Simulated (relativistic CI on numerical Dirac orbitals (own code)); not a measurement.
# Main line and satellite in the 2p photoemission of Cu2+: a two-state model

Problem. An octahedral Cu2+ site (d9) has Δ = -0.4, V(eg) = 1.2, 10Dq = 1.35, 10Dq(ligand) = 0.3 and a core-hole attraction U_cd = 10.8 eV. Δ is defined between configuration averages. Find the d count, the distance of the satellite and its intensity.

Working.
1. The hole has eg symmetry. Its energy is −0.6 × 10Dq in d9 and Δ − 0.6 × 10Dq(ligand) in d10L, so the gap is Δ' = 0.23 eV.
2. Ground state cos θ |d9⟩ − sin θ |d10L⟩ with tan 2θ = 2V/Δ', θ = 42.3°: weights 0.548 and 0.452, n_d = 9.452.
3. The core hole pulls d10L down by U_cd: the gap becomes Δ' − U_cd = -10.57 eV, the hopping is V' = 1.20 eV, and tan 2θ' = 2V'/(Δ' − U_cd) gives θ' = 83.6°.
4. The two final states lie W = √[(Δ' − U_cd)² + 4V'²] = 10.84 eV apart. The lower, mostly d10L, is the main line.
5. In the sudden approximation the intensities are cos²(θ' − θ) and sin²(θ' − θ), so satellite/main = tan²(41.3°) = 0.77.

Check. The full cluster calculation (with spin-orbit coupling and 2p-3d multiplets, which spread the d9 satellite) gives n_d = 9.450; in its broadened 2p3/2 spectrum, cut halfway, the centroids lie 10.72 eV apart with an area ratio of 0.79.
